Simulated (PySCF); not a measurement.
A structure optimised at B3LYP-D3(BJ)/def2-SVP, used in a PySCF frequency run:

```
Si
H 1 1.4961
C 1 1.8754 2 110.45
H 3 1.1005 1 109.67 2 172.15
H 3 1.1019 4 108.74 1 -122.11
H 3 1.1021 4 108.33 5 -117.12
C 1 1.8770 2 118.01 3 -138.61
C 7 1.3526 1 92.27 2 -118.59
H 7 1.0928 8 126.17 1 179.60
H 8 1.0998 7 128.18 9 3.64
C 8 1.5158 10 124.30 7 179.13
F 11 1.3938 8 113.33 10 58.86
H 11 1.1045 12 107.68 8 126.15
```

Question: Write its SMILES and formula.

Answer: C[Si@H]1C=C[C@H]1F, C4H7FSi

Question: What are its rotational constants (standard atomic weights)?

Answer: 3.7447, 2.7695, 1.9137 GHz
